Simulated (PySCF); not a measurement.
These are TPSSh-D3(BJ)/def2-TZVP // r2SCAN-D4/def2-SVP in PySCF values and carry that method's errors. Gas-phase values, no solvent. One relaxed conformer stands for a flexible species; it need not be the lowest. 

Reference species: [Nb(NH2)5] (neutral, multiplicity 1).

The coordination number is 5 and the HOMO–LUMO gap is 4.36 eV.

Changed species: [Nb(Cl)3(NH2)2] (2 of 5 Cl replaced by NH2; the reference has 5 of 5 Cl replaced by NH2).

Q: Give the shifts of the coordination number and HOMO–LUMO gap.

A: the coordination number is nearly the same; the HOMO–LUMO gap decreases by 0.55 eV, to 3.81 eV.
